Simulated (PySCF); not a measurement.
InBr3, SMILES [Br][In]([Br])[Br]. Heavy atoms are numbered as in [In:1]([Br:2])([Br:3])[Br:4].

The structure is a stationary point at PBE-D3(BJ)/def2-SVP. The isomer is the one that the SMILES or the coordinates give; other isomers of the formula were not compared. The def2 effective core potentials stand for the cores of In; spin–orbit coupling is left out.

Level of theory: PySCF with r2SCAN/def2-TZVP.

Atomic charges (e), one atom of each kind:

| atom | Löwdin | Mulliken |
|---|---|---|
| In1 | -0.40 | ___ |
| Br2 | 0.13 | ___ |

Problem. What belongs in the gaps? (The exact figures need the calculation; the answer reports its results.)

Solution. 
- In1, Mulliken: 0.87
- Br2, Mulliken: -0.29
